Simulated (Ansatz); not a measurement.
Ansatz results at the PBE0-D4/def2-TZVP geometry: HOMO–LUMO gap (ωB97M-V/def2-TZVPP) 9.78 eV; HOMO–LUMO gap (B3LYP/def2-TZVPP) 4.91 eV; HOMO energy (ωB97M-V/def2-TZVPP) -10.15 eV.

**Question.** Which molecule gave them?
A. `[BH]`
B. `[O]=[GeH2]`
C. `CC(C)(N)CN`
D. `[OH][GeH]`

**Answer.** B. The others give `CC(C)(N)CN`: 11.15, 6.78, -8.98; `[BH]`: 8.65, 3.92, -8.91; `[OH][GeH]`: 8.64, 4.08, -8.87.

B3LYP here is the variant with VWN-RPA as its local correlation; programs differ in this.
